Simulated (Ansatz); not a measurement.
Wavefunction ladder for CH$_{8}$SiSn, SMILES `[CH3][SnH2][SiH3]`

```xyz
11

C     0.061   -1.824   -0.666
Sn   -0.911    0.038   -0.229
Si    0.731    1.698    0.830
H    -0.653   -2.517   -1.112
H     0.881   -1.660   -1.364
H     0.455   -2.261    0.251
H    -1.552    0.687   -1.679
H    -2.223   -0.252    0.833
H     1.869    1.957   -0.093
H     0.065    2.993    1.132
H     1.277    1.142    2.098
```

Charge 0, multiplicity 1. Correlated methods include outer-core shells of Sn, which these sets cover unevenly. Sn takes the def2 core potential. The structure was optimised at the PBE0-D4/def2-TZVP level. Frozen core, restricted reference, Ansatz 0.2.0.

```csv
basis,HF (Eh),MP2 corr.,CCSD corr.,(T),CCSD(T) total
def2-SVP,?,?,-0.43218,-0.01166,?
def2-TZVPP,-544.81706,-0.65245,?,?,?
def2-QZVPP,-544.82988,-0.88562,–,–,–
```

**Question.** Fill in the withheld values. (An estimate is asked.)

**Answer.** Computed: def2-SVP HF (Eh): -544.65923; def2-SVP MP2 corr.: -0.37219; def2-SVP CCSD(T) total: -545.10307; def2-TZVPP CCSD corr.: -0.69606; def2-TZVPP (T): -0.02192; def2-TZVPP CCSD(T) total: -545.53504.
